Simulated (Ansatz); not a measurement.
Gas-phase electronic energies from Ansatz, PBE0-D4/def2-TZVP geometries. CCSD(T)/CBS adds triple-zeta CCSD(T) − MP2 to the extrapolated MP2 energy (def2 sets, frozen cores). This one scheme is used for every species. DFT in def2-TZVPP. B3LYP here is the variant with VWN-RPA as its local correlation; programs differ in this. Elements past krypton have def2 core potentials. For Ge, I outer-core shells are correlated without core-valence functions, which leaves a few kJ/mol of doubt a bond. Scalar relativity is left out up to krypton. One conformer a species, not always the lowest.

`[CH3][GeH2][I]` + H₂S → `[CH3][GeH2][SH]` + HI  (ligand exchange at a Ge–I bond)

| level | ΔE (kJ/mol) | difference from CCSD(T)/CBS |
| --- | --- | --- |
| LDA (SPW92) | 37.6 | -7.2 |
| revPBE-D4 | 37.7 | -7.1 |
| r2SCAN-D4 | 41.4 | -3.4 |
| B3LYP-D4 | 42.4 | -2.4 |
| CAM-B3LYP-D4 | 41.1 | -3.7 |
| ωB97M-V | 42.4 | -2.4 |
| BLYP | 40.5 | -4.3 |
| HF/def2-TZVPP | 48.5 | 3.7 |
| MP2/def2-TZVPP | 43.7 | -1.1 |
| HF/CBS(def2) | 49.2 | 4.4 |
| CCSD(T)/CBS | 44.8 | 0 |

(1) What do rigid-rotor, harmonic-oscillator terms from PBE0-D4/def2-TZVP frequencies (298.15 K, 1 bar) make of the CCSD(T)/CBS value? (An estimate is asked.)

Largest T1 diagnostic among the species: 0.010.

Answers

(1) The calculation gave: ΔZPE = -3.5 kJ/mol, ΔH = +41.5 kJ/mol, ΔS = -4 J/(mol·K), ΔG = +42.7 kJ/mol.

From BLYP to BHLYP (50 % exact exchange), in def2-TZVPP and without D4, ΔE moves by +4.1 kJ/mol. Leaving LDA and LC-ωPBE aside and taking each functional with its dispersion term where it has one, the values, not all of them listed here, spread over 11.1 kJ/mol, from B97M-V to BHLYP-D4. In def2-TZVPP, CCSD(T) changes the Hartree–Fock value by −9.5 kJ/mol (the triples alone add −0.9 kJ/mol) and MP2 by −4.8 kJ/mol.
